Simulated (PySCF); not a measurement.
# Ionisation energy of Fe⁺ by level of theory

Fe⁺ [Ar] 3d6 4s1 (6D) → Fe²⁺ [Ar] 3d6 (5D), as a difference of total energies. Computed with PySCF 2.14 in x2c-SVPall (5s3p3d1f, 36 functions), with scalar relativity by spin-free X2C-1e. Correlated levels: valence: [Ar] frozen. The calculations carry no spin-orbit coupling.

| method | ionisation energy (eV) | difference from reference (eV) |
| --- | --- | --- |
| UHF | 15.261 | -0.938 |
| TPSS | 16.403 | +0.204 |
| M06-2X | 16.034 | -0.165 |
| MP2 (valence) | 15.532 | -0.667 |
| SCS-MP2 (valence) | 15.428 | -0.771 |

Reference: 16.199 eV (measured; NIST Atomic Spectra Database, ionization energies).

The reference lies between the lowest fine-structure levels, while these numbers refer to the centres of the terms.

Errors of the correlated levels include the incompleteness of this basis and the frozen core.
